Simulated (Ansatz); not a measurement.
The first iterations of a band of C2H5SSi (9 atoms, charge 1, multiplicity 1).

Method: RKS PBE0-D4/def2-SVP in Ansatz 0.2.0.

- movable images: 9
- climbing image: yes
- spring: 5.0 eV/Å²
- optimiser: quadratic models (default)
- start path: through a guess of the saddle point
- force threshold: 0.05 eV/Å
- iteration limit: 60
- end points: relaxed

First end point:

```xyz
9
Properties=species:S:1:pos:R:3
C -0.244 0.918 -1.277
S 0.692 -0.481 -0.606
C 0.243 -0.675 0.994
Si 0.664 -0.823 2.579
H 0.180 1.817 -0.812
H -1.309 0.808 -1.041
H -0.060 0.925 -2.361
H 0.047 -1.505 -1.241
H -0.213 -0.983 3.765
```

Last end point:

```xyz
9
Properties=species:S:1:pos:R:3
C -0.268 0.833 -1.014
S 0.660 -0.558 -0.325
C 0.293 -0.642 1.360
Si 1.451 -0.735 2.668
H 0.196 1.744 -0.613
H -1.326 0.770 -0.729
H -0.143 0.795 -2.106
H -0.084 -1.565 -0.866
H -0.779 -0.643 1.625
```

| iteration | highest image above the first end (eV) | largest band force component (eV/Å) |
| --- | --- | --- |
| 1 | 2.285 | 10.152 |
| 2 | 0.658 | 3.818 |

**Question.** Does the band converge within its limit, and where does its top end?

**Answer.** It converged. It ended after 7 iterations with the highest image 0.150 eV above the first end. A vibrational analysis at the climbing image gives one clearly imaginary mode, 441i cm⁻¹: a first-order saddle point. The orbitals stay closed-shell, which can raise the energy where a bond breaks towards radicals; this wasn't checked here.

Time of the run: 97 s on 2 threads of Intel(R) Xeon(R) Platinum 8488C (Sapphire Rapids), with other jobs on the host, peak memory 0.2 GiB.
